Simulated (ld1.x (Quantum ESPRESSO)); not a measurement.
# u(r) = r·R(r): atom against pseudo-atom (Cu (Z = 29))

Columns: radius, all-electron u(r) and pseudo u(r) of the 4s shell (level -8.40 eV) of copper in the configuration [Ar] 3d10 4s0.5 4p0; LDA (PZ), scalar-relativistic, TM scheme, ld1.x (Quantum ESPRESSO) 7.5.

| r (bohr) | all-electron | pseudo |
| --- | --- | --- |
| 0.100 | -0.0964 | -0.0188 |
| 0.200 | -0.1409 | -0.0378 |
| 0.300 | 0.0373 | -0.0575 |
| 0.400 | 0.2007 | -0.0780 |
| 0.500 | 0.2727 | -0.0997 |
| 0.600 | 0.2605 | -0.1232 |
| 0.700 | 0.1927 | -0.1492 |
| 0.800 | 0.0956 | -0.1786 |
| 0.900 | -0.0123 | -0.2123 |
| 1.000 | -0.1196 | -0.2515 |
| 1.100 | -0.2200 | -0.2967 |
| 1.200 | -0.3100 | -0.3478 |
| 1.300 | -0.3885 | -0.4030 |
| 1.400 | -0.4552 | -0.4589 |
| 1.500 | -0.5106 | -0.5111 |
| 1.600 | -0.5555 | -0.5555 |
| 1.700 | -0.5908 | -0.5908 |
| 1.800 | -0.6176 | -0.6176 |
| 1.900 | -0.6367 | -0.6367 |
| 2.000 | -0.6492 | -0.6492 |
| 2.100 | -0.6558 | -0.6558 |
| 2.200 | -0.6574 | -0.6574 |
| 2.300 | -0.6548 | -0.6548 |
| 2.400 | -0.6484 | -0.6484 |
| 2.500 | -0.6390 | -0.6390 |
| 2.600 | -0.6270 | -0.6270 |

Problem. How many radial nodes do the two functions have?

Solution. The all-electron 4s function has n − l − 1 = 3 (the table is too coarse to show those close to the nucleus); the pseudo-wave has 0, since the states of the same l below it are removed with the core.

Problem. At about which radius was the pseudo-wave matched?

Solution. 1.65 bohr. The columns agree to 0.0005 from 1.50 bohr on; several derivatives are matched, so the curves merge somewhat inside the radius.

Problem. Is the pseudo-wave norm-conserving?

Solution. Yes: the TM scheme keeps the norm inside the radius equal to the all-electron one, which fixes the energy derivative of the logarithmic derivative at the level.
